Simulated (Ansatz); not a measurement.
FH5N2Sn, SMILES [NH2][SnH]([NH2])[F].

Geometry: B3LYP-D3(BJ)/def2-SVP. The structure was generated by enumeration; whether it is a known compound was not checked. The def2 effective core potentials stand for the cores of Sn; spin–orbit coupling is left out. Other conformers were not sampled.

Two levels are set side by side: PBE/def2-SVPD (Ansatz, an electronic-structure program) and CAM-B3LYP/def2-SVPD (Ansatz). Energy differences of separate SCF runs at the same geometry; the states with an electron removed or added have multiplicity 2 and 2. Differences are taken from unrounded values.

```csv
quantity,CAM-B3LYP,PBE,PBE minus CAM-B3LYP
vertical ionisation energy (eV),10.13,9.40,-0.73
vertical singlet–triplet gap (eV),5.46,4.69,-0.76
```
